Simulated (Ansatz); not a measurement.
CH₆Sn⁻, that is SnMeH3 with one electron more. The state is a doublet with charge -1. Geometry PBE-D4/def2-TZVP, that of the neutral singlet; atoms count from 1.

```xyz
8

Sn    0.679   -0.487   -0.543
C    -0.792    0.568    0.633
H    -0.710    0.270    1.685
H    -1.799    0.329    0.269
H    -0.627    1.649    0.551
H     0.541   -0.043   -2.201
H     0.442   -2.187   -0.401
H     2.265   -0.099    0.006
```

In the def2 sets Sn takes a core potential; there is no spin–orbit coupling. The highest occupied level of the charge -1 doublet lies above zero (up to 1.94 eV). By energy differences it is unbound by 0.93 eV (vertical, against the charge 0 singlet, at PBE0-D4/def2-TZVPD) and held by the finite basis.

Estimate the Mulliken populations from the PBE0/def2-TZVPD orbitals of Ansatz.


| atom | charge (e) | spin (α − β) |
| --- | --- | --- |
| Sn1 | -1.65 | 1.87 |
| C2 | -0.10 | -0.70 |
| H3 | 0.27 | -0.07 |
| H4 | 0.27 | -0.07 |
| H5 | 0.27 | -0.07 |
| H6 | -0.02 | 0.01 |
| H7 | -0.02 | 0.01 |
| H8 | -0.02 | 0.01 |
Mulliken values depend strongly on the basis. With diffuse functions, as here, like atoms can get unlike values, and bond orders can come out too low or too high.

Where does the spin sit?

Summed by element: Sn 1.87, C -0.70, H -0.17, of 1 unpaired in all. Largest on single atoms: Sn1 1.87, C2 -0.70, H3 -0.07.
